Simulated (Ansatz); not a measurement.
Geometry optimisation, RKS B3LYP-D4/6-31G* in Ansatz 0.2.0.

Input:

```yaml
crystal:
  periodic: [false, false, false]
  atoms:
    - { symbol: C, position_ang: [-0.1763, -2.3842, -0.2126] }
    - { symbol: O, position_ang: [-0.7039, -1.0057, -0.1963] }
    - { symbol: C, position_ang: [0.2491, -0.0511, -0.5989] }
    - { symbol: O, position_ang: [0.5656, -0.1075, -1.9922] }
    - { symbol: C, position_ang: [-0.246, 1.3377, -0.2959] }
    - { symbol: Si, position_ang: [-0.2238, 1.8316, 1.5179] }
    - { symbol: H, position_ang: [0.0685, -2.6334, -1.239] }
    - { symbol: H, position_ang: [-0.9867, -2.9789, 0.1203] }
    - { symbol: H, position_ang: [0.6406, -2.4393, 0.4824] }
    - { symbol: H, position_ang: [0.30236, 0.77867, -2.34647] }
    - { symbol: H, position_ang: [1.1357, -0.8166, -2.1204] }
    - { symbol: H, position_ang: [0.3648, 2.0914, -0.8146] }
    - { symbol: H, position_ang: [-1.3231, 1.466, -0.6707] }
    - { symbol: H, position_ang: [1.1371, 1.7155, 2.0612] }
    - { symbol: H, position_ang: [-0.6668, 3.2086, 1.6946] }
    - { symbol: H, position_ang: [-1.095, 0.9772, 2.357] }
basis:
  gaussian: { orbitals: "6-31G*" }
hamiltonian:
  xc: b3lyp
  dispersion: d4
relax:
  f_tol: 0.02
  max_steps: 50
```

Run as:

```bash
$ ansatz run input.yaml --threads 2 --pin off --max-ram 3072MiB --backend cpu --events-out ev --progress --plain --runs-dir out
```

Problem. Where does it end, and by what steps?

Solution. It converged. After 42 steps the energy has fallen by 3.431 eV; H10 moved furthest, 2.00 Å. Parted: C3–O4.

```tsv
step	energy less start (eV)	largest force component (eV/Å)	accepted
0	0.0000	6.079	yes
2	-1.5777	1.404	yes
4	-2.6541	1.438	yes
6	-2.9626	0.572	yes
8	-3.0443	0.995	yes
10	-3.0901	0.363	yes
12	-3.1513	0.563	yes
14	-3.1837	0.462	yes
16	-3.2499	0.199	yes
18	-3.2919	0.649	yes
20	-3.3183	0.688	yes
22	-3.3388	0.132	yes
24	-3.3502	0.160	yes
26	-3.3593	0.259	yes
28	-3.3768	0.329	yes
30	-3.4008	0.293	yes
32	-3.4117	0.248	yes
34	-3.4159	0.464	no
36	-3.4276	0.037	yes
38	-3.4296	0.107	yes
40	-3.4307	0.043	yes
42	-3.4310	0.017	yes
```

```xyz
16
Properties=species:S:1:pos:R:3
C -0.537 -2.179 -0.441
O -1.027 -0.871 -0.047
C -0.379 0.175 -0.497
O 1.853 -0.752 -2.178
C -0.976 1.393 0.089
Si 0.188 1.908 1.526
H 0.306 -2.069 -1.128
H -1.375 -2.705 -0.906
H -0.239 -2.700 0.472
H 1.534 -0.619 -3.084
H 1.197 -0.249 -1.629
H -0.926 2.224 -0.624
H -1.996 1.276 0.483
H 1.536 2.250 1.012
H -0.410 3.101 2.182
H 0.293 0.807 2.516
```

Time of the run: 2.3 min on 2 threads of Arm Neoverse V2 (shared host), peak memory 0.28 GiB.
